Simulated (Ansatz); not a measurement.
`[SiH3][SiH]1C=N1` + H₂O → `O[SiH]1C=N1` + SiH₄ at 500 K and 1 bar (formal hydrolysis of the Si–Si bond).

Program: Ansatz. Geometries: PBE0-D4/def2-TZVP. ΔE: electronic, gas phase. CCSD(T)/CBS is the MP2 limit (def2-TZVPP, def2-QZVPP) plus CCSD(T) − MP2 in def2-TZVPP, frozen cores. This one scheme is used for every species. One conformer a species, not always the lowest.

| species | CCSD(T)/CBS energy (Eh) | H − E (kJ/mol) | S (J/(mol·K)) |
| --- | --- | --- | --- |
| `[SiH3][SiH]1C=N1` | -673.84732 | 180.2 | 386.6 |
| H₂O | -76.37941 | 73.2 | 206.3 |
| `O[SiH]1C=N1` | -458.79823 | 144.0 | 334.6 |
| SiH₄ | -291.46306 | 102.4 | 230.9 |

H − E and S are ideal-gas, rigid-rotor, harmonic terms from PBE0-D4/def2-TZVP, for one conformer and one mirror image of each species. 1 Eh = 2625.50 kJ/mol, R = 8.31446 J/(mol·K).

By hand: ΔE, ΔH, ΔS and ΔG.

ΔE = (-458.79823) + (-291.46306) − (-673.84732) − (-76.37941) = -0.03456 Eh = -90.7 kJ/mol. Δ(H − E) = 144.0 + 102.4 − 180.2 − 73.2 = -7.0, so ΔH = -97.7 kJ/mol. ΔS = 334.6 + 230.9 − 386.6 − 206.3 = -27.4 J/(mol·K). ΔG = -97.7 − 500 × (-27.4)/1000 = -84.0 kJ/mol.

By hand: the equilibrium constant, and the temperature at which ΔG would vanish if ΔH and ΔS stayed fixed.

log₁₀ K = −ΔG/(RT ln 10) = 8.8. ΔG = 0 at ΔH/ΔS = 3566 K, far beyond where these terms or the molecules hold.

ΔH outweighs TΔS. A doubt of 5 kJ/mol in ΔE shifts log₁₀ K by 0.5 here. Other conformers and mirror images would add mixing entropy, several J/(mol·K) or more a flexible species. These are equilibria of isolated gas molecules and say nothing of rates. Largest T1 diagnostic: 0.017 (customary marks: 0.02 for closed shells, 0.045 for open ones).
